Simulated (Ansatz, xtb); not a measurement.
## BF2H3O4Si: which of two isomers lies lower

Structure X: `OB(F)O[Si](O)(O)F`, a singlet. Structure Y: `OB(O)O[Si](O)(F)F`, a singlet. Both are isolated molecules in the gas phase, relaxed with PBE0-D4/def2-SVP; the shapes shown needn't be the lowest conformers.

X (Å):

```xyz
11

B    -0.8357   -0.0712    2.2484
F    -1.8083    0.6156    2.8286
F    -0.0405   -0.6659   -1.3960
O     0.3267   -0.2339    2.9032
O    -1.0923   -0.5792    0.9961
O    -0.8483   -2.9510   -0.3592
O     1.2508   -1.7088    0.7119
Si   -0.2047   -1.4900   -0.0252
H     0.9636   -0.7533    2.3881
H    -1.6170   -2.9982   -0.9350
H     1.8496   -2.3835    0.3781
```

Y (Å):

```
atom    x (Å)    y (Å)    z (Å)
   B   0.2492  -1.0586  -0.9810
   F   0.5899  -1.1987   2.4078
   F  -0.1808   1.2245   2.2180
   O   1.1810  -2.0229  -0.7832
   O  -0.4423  -0.9859  -2.1480
   O   0.0027  -0.1450   0.0197
   O   2.2320   0.5764   1.2926
  Si   0.6875   0.1008   1.4736
   H   1.2687  -2.6041  -1.5448
   H  -1.0664  -0.2535  -2.1500
   H   2.7920   0.6260   2.0722
```

Problem. Which of the two would you expect CCSD(T)/def2-SVP + ΔMP2/def2-TZVPP electronic energies to favour?

Solution. Structure Y; the calculation gives E(Y) − E(X) = −18.0 kJ/mol.

How the difference moves with the method:

| level | geometry | E(Y) − E(X) (kJ/mol) | departure from the last row (kJ/mol) | job, with rough time for the two |
| --- | --- | --- | --- | --- |
| PBE0-D4/def2-SVP | PBE0-D4/def2-SVP | −9.5 | +8.5 | optimisation, 84 s |
| HF/def2-SVP | PBE0-D4/def2-SVP | −19.2 | −1.3 | part of the CCSD(T) run |
| MP2/def2-SVP | PBE0-D4/def2-SVP | −17.0 | +1.0 | part of the CCSD(T) run |
| CCSD(T)/def2-SVP | PBE0-D4/def2-SVP | −16.9 | +1.1 | single point |
| CCSD(T)/def2-SVP + ΔMP2/def2-TZVPP | PBE0-D4/def2-SVP | −18.0 |  | single point, 83 s |

As drawn, Y has 1 B–O, 1 F–Si in place of 1 B–F, 1 O–Si.

None of the levels shown reverses the order. The largest departure from CCSD(T)/def2-SVP + ΔMP2/def2-TZVPP is that of PBE0-D4/def2-SVP, 8.5 kJ/mol. Levels run at GFN2-xTB geometries aren't shown. The last row adds to CCSD(T) the change of the MP2 difference between the two basis sets, here −1.1 kJ/mol.

With thermal terms from frequencies at re-optimised GFN2-xTB minima (ideal gas, soft modes damped towards free rotors, one conformer each, 298.15 K, 1 atm): on the last row, ΔE + ΔZPE = −17.5, ΔH = −17.4, ΔG = −18.1 kJ/mol.

The correlated steps freeze 12 core orbitals. Run with Ansatz 0.2.0, xtb 6.7.1; the last row on 2 threads of Oxide Virtual Turin-like Processor (Zen 5) on a shared host.
